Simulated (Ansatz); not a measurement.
Reaction (ligand exchange at the In–S bond): `[SH][InH2]` + CH₃SH → `C[S][InH2]` + H₂S

Program: Ansatz. Geometries: PBE0-D4/def2-TZVP. ΔE: electronic, gas phase. CCSD(T)/CBS adds triple-zeta CCSD(T) − MP2 to the extrapolated MP2 energy (def2 sets, frozen cores). This one scheme is used for every species. Functionals use def2-TZVPP. B3LYP here is the variant with VWN-RPA as its local correlation; programs differ in this. HSE06 is defined as in plane-wave codes. def2 core potentials past Kr. For In outer-core shells are correlated without core-valence functions, which leaves a few kJ/mol of doubt a bond.

```tsv
level	ΔE (kcal/mol)	difference from CCSD(T)/CBS
LDA (SPW92)	1.5	-0.1
PBE-D4	1.7	0.1
revPBE-D4	1.6	0.0
BLYP-D4	1.5	-0.1
r2SCAN-D4	2.1	0.5
B97M-V	2.2	0.6
PBE0-D4	2.2	0.6
B3LYP-D4	1.9	0.3
r2SCANh-D4	2.3	0.7
r2SCAN0-D4	2.5	0.9
BHLYP-D4	2.4	0.8
CAM-B3LYP-D4	2.3	0.7
ωB97X-V	2.5	0.9
ωB97M-V	2.4	0.8
B2PLYP	2.4	0.8
PBE	2.2	0.6
revPBE	2.6	1.0
BLYP	2.5	0.9
r2SCAN	2.3	0.7
PBE0	2.7	1.1
B3LYP	2.8	1.2
r2SCAN0	2.6	1.0
HSE06	2.7	1.1
BHLYP	3.2	1.6
CAM-B3LYP	2.9	1.3
LC-ωPBE	3.0	1.4
RPA@PBE/def2-TZVPP	2.0	0.4
HF/def2-SVP	3.7	2.1
CCSD(T)/def2-SVP	2.0	0.4
HF/def2-TZVPP	4.0	2.4
MP2/def2-TZVPP	1.8	0.2
SCS-MP2/def2-TZVPP	2.2	0.6
CCSD/def2-TZVPP	2.4	0.8
CCSD(T)/def2-TZVPP	2.0	0.4
HF/def2-QZVPP	4.0	2.4
MP2/def2-QZVPP	1.6	0.0
SCS-MP2/def2-QZVPP	2.0	0.4
HF/CBS(def2)	4.0	2.4
MP2/CBS(def2)	1.5	-0.1
CCSD/CBS(def2)	2.0	0.4
CCSD(T)/CBS	1.6	0
```

Largest T1 diagnostic among the species: 0.014.

In def2-TZVPP, CCSD(T) changes the Hartree–Fock value by −2.0 kcal/mol (the triples alone add −0.4 kcal/mol) and MP2 by −2.2 kcal/mol. Leaving LDA and LC-ωPBE aside and taking each functional with its dispersion term where it has one, the values spread over 1.0 kcal/mol, from BLYP-D4 to ωB97X-V. LDA lies −0.8 kcal/mol from PBE without D4. The D4 term adds −0.9 kcal/mol with B3LYP and −0.5 kcal/mol with PBE0; it sums over pairs of atoms, weighted by their polarisabilities, and B3LYP, whose exchange is more repulsive, gets the larger term.
